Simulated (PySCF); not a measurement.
Input file for PySCF: R-B3LYP/3-21G on CH5BS (SMILES BSC), a point of a torsion scan.

```python
from pyscf import gto, scf, dft, mp
from pyscf.data.elements import chemcore

mol = gto.M(
    atom='''
    B     1.56627468    0.02590883    0.20849306
    S     0.11964414    0.66852164    0.93606058
    C    -1.25521395    0.01503061   -0.08255697
    H     1.50151668   -0.66400484   -0.73154003
    H     2.57964963    0.31920169    0.70574401
    H    -1.89934304   -0.57596433    0.56093234
    H    -1.81092032    0.85950805   -0.47790935
    H    -0.86407672   -0.59298057   -0.88968340
    ''',
    basis='3-21g',
    charge=0, spin=0, verbose=3, max_memory=1800)
mf = dft.RKS(mol, xc='b3lyp')
mf.conv_tol = 1e-8
mf.max_cycle = 100
mf.kernel()
if not mf.converged:
    mf = mf.newton().run(mf.mo_coeff, mf.mo_occ)
```

Output:

```
converged SCF energy = -461.843288748755
```

The calculation finished and met its thresholds.

Cost: roughly 6 core-seconds.
